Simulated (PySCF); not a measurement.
silver atom (Ag), doublet (core potentials on Ag); DF-BHANDHLYP/def2-SVPD (PySCF).

The PySCF input:
```python
from pyscf import gto, scf, dft

mol = gto.M(
    atom='''
Ag    0.00000000    0.00000000    0.00000000
''',
    basis='def2-svpd',
    ecp={'Ag': 'def2-svpd'},
    spin=1,
    verbose=4,
)

mf = dft.UKS(mol)
mf.xc = 'bhandhlyp'
mf = mf.density_fit(auxbasis='def2-universal-jkfit')
mf.kernel()
```

Problem. Write the output that PySCF gives for this input, abridged.

Solution. 
```
PySCF version 2.14.0

[INPUT] verbose = 4
[INPUT] num. atoms = 1
[INPUT] num. electrons = 19
[INPUT] charge = 0
[INPUT] spin (= nelec alpha-beta = 2S) = 1
[INPUT] symmetry False subgroup None
[INPUT] Mole.unit = angstrom
[INPUT] Symbol           X                Y                Z      unit          X                Y                Z       unit  Magmom
[INPUT]  1 Ag     0.000000000000   0.000000000000   0.000000000000 AA    0.000000000000   0.000000000000   0.000000000000 Bohr   0.0

nuclear repulsion = 0
number of shells = 12
number of NR pGTOs = 60
number of NR cGTOs = 34
basis = def2-svpd
ecp = {'Ag': 'def2-svpd'}

******** <class 'pyscf.df.df_jk.DFUKS'> ********
method = DFUKS
initial guess = minao
damping factor = 0
level_shift factor = 0
DIIS = <class 'pyscf.scf.diis.CDIIS'>
diis_start_cycle = 1
diis_space = 8
diis_damp = 0
SCF conv_tol = 1e-09
SCF conv_tol_grad = None
SCF max_cycles = 50
direct_scf = False
number electrons alpha = 10  beta = 9
XC library pyscf.dft.libxc version 7.1.2
    S. Lehtola, C. Steigemann, M. J. T. Oliveira, and M. A. L. Marques,  SoftwareX 7, 1–5 (2018)
XC functionals = bhandhlyp
    A. D. Becke,  J. Chem. Phys. 98, 1372 (1993)
    Defined through Gaussian implementation.
radial grids:
    Treutler-Ahlrichs [JCP 102, 346 (1995); DOI:10.1063/1.469408] (M4) radial grids

becke partition: Becke, JCP 88, 2547 (1988); DOI:10.1063/1.454033
pruning grids: <function nwchem_prune>
grids dens level: 3
symmetrized grids: False
atomic radii adjust function: <function treutler_atomic_radii_adjust>
small_rho_cutoff = 0
Set gradient conv threshold to 3.16228e-05
tot grids = 22440
******** <class 'pyscf.df.df.DF'> ********
auxbasis = def2-universal-jkfit
init E= -134.19593538526

cycle= 1 E= -146.363761676457  delta_E= -12.2  |g|= 0.936  |ddm|= 2.57
cycle= 2 E= -146.159694296608  delta_E= 0.204  |g|= 1.38  |ddm|= 2.68
cycle= 3 E= -146.84227582228  delta_E= -0.683  |g|= 0.0331  |ddm|= 1.08
cycle= 4 E= -146.843122521441  delta_E= -0.000847  |g|= 0.00406  |ddm|= 0.14
cycle= 5 E= -146.843157561714  delta_E= -3.5e-05  |g|= 0.000811  |ddm|= 0.0355
cycle= 6 E= -146.843158891683  delta_E= -1.33e-06  |g|= 3.4e-05  |ddm|= 0.00888
cycle= 7 E= -146.843158893538  delta_E= -1.86e-09  |g|= 5.57e-06  |ddm|= 0.000152
cycle= 8 E= -146.843158893584  delta_E= -4.62e-11  |g|= 1.21e-07  |ddm|= 2.64e-05
Extra cycle  E= -146.843158893584  delta_E= -5.68e-14  |g|= 8.15e-08  |ddm|= 6.47e-07
converged SCF energy = -146.843158893584  <S^2> = 0.75046425  2S+1 = 2.0004642
```
